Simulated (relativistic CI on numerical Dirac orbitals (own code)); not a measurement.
## One change at a time: Ge31+

Base calculation: Dirac-Coulomb-Breit CI, KLI orbitals optimised for each configuration, model QED.

Configuration list: 1s, 2s, 2p, 3s, 3p, 3d, 4s, 4p, 4d, 4f, 5s, 5p, 5d, 5f, 5g, 6s, 6p, 6d. Levels of other configurations are missing.

The lowest level and the first level of each name with at least 55 % of one term (blank where a level has no safe partner in the second run):

| Level | Base (eV) | Shift (eV) |
| --- | --- | --- |
| 1s 2S_1/2 | 0.0 | 0.0 |
| 2p 2P°_1/2 | 10575.3 | -126.3 |
| 2s 2S_1/2 | 10576.5 | -127.5 |
| 2p 2P°_3/2 | 10624.6 | -175.6 |
| 3p 2P°_1/2 | 12549.8 | -165.8 |
| 3s 2S_1/2 | 12550.1 | -166.1 |
| 3d 2D_3/2 | 12564.3 | -180.3 |
| 3p 2P°_3/2 | 12564.4 | -180.4 |
| 3d 2D_5/2 | 12569.1 | -185.1 |
| 4p 2P°_1/2 | 13238.8 | -177.6 |
| 4s 2S_1/2 | 13239.0 | -177.7 |
| 4d 2D_3/2 | 13245.0 | -183.7 |
| 4p 2P°_3/2 | 13245.0 | -183.7 |
| 4f 2F°_5/2 | 13247.0 | -185.7 |

Question: One thing was changed in a second run, which moved the levels as shown. Which?
A. configuration mixing switched off
B. Breit term removed
C. non-relativistic limit
D. QED terms removed

Answer: C. Non-relativistic limit. Without relativity the fine structure collapses and s electrons lose their extra binding.
